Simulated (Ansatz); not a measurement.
# GeSiH4F (SMILES F[SiH][GeH3]): the energy to break a bond

The species is GeSiH4F (7 atoms), meant as a doublet with charge 0. As SMILES, `F[SiH][GeH3]`. Geometry: optimised at wB97X-V/def2-SVP.

```xyz
7

F    -0.8112   -1.7854    1.4344
Si   -0.8896   -1.1395   -0.0692
Ge    0.3260    0.9125   -0.0874
H    -0.3162   -2.1540   -1.0123
H     0.2984    1.4758   -1.5172
H    -0.3342    1.9205    0.8629
H     1.7879    0.7021    0.3430
```

Wanted: the dissociation energy of the H7–Ge3 bond into doublet H and singlet GeSiH3F (shapes relaxed at wB97X-V/def2-SVP, no zero-point term). 1 Eh = 2625.50 kJ/mol = 27.2114 eV. Totals in Eh; open shells run unrestricted unless said.

| level | program | GeSiH4F | doublet H | singlet GeSiH3F |
| --- | --- | --- | --- | --- |
| UPBE/def2-TZVP | Ansatz | -2468.234651 | -0.499616 | -2467.639352 |
| U-r2SCAN/def2-TZVP | Ansatz | -2468.725728 | -0.499927 | -2468.121995 |
| UB3LYP/def2-TZVP | Ansatz | -2468.874091 | -0.502154 | -2468.270394 |

Question: Work out the dissociation energy at each level.

Answer: 
1. UPBE/def2-TZVP: (-0.499616) + (-2467.639352) − (-2468.234651) = 0.095683 Eh = 251.2 kJ/mol = 2.60 eV.
2. U-r2SCAN/def2-TZVP: (-0.499927) + (-2468.121995) − (-2468.725728) = 0.103806 Eh = 272.5 kJ/mol = 2.82 eV.
3. UB3LYP/def2-TZVP: (-0.502154) + (-2468.270394) − (-2468.874091) = 0.101543 Eh = 266.6 kJ/mol = 2.76 eV.

The levels span 251 to 273 kJ/mol; no measured value is set beside them. A fragment with an even electron count was run as a singlet and may have a lower triplet. A bond enthalpy at 298 K also holds the loss of zero-point energy and thermal terms.
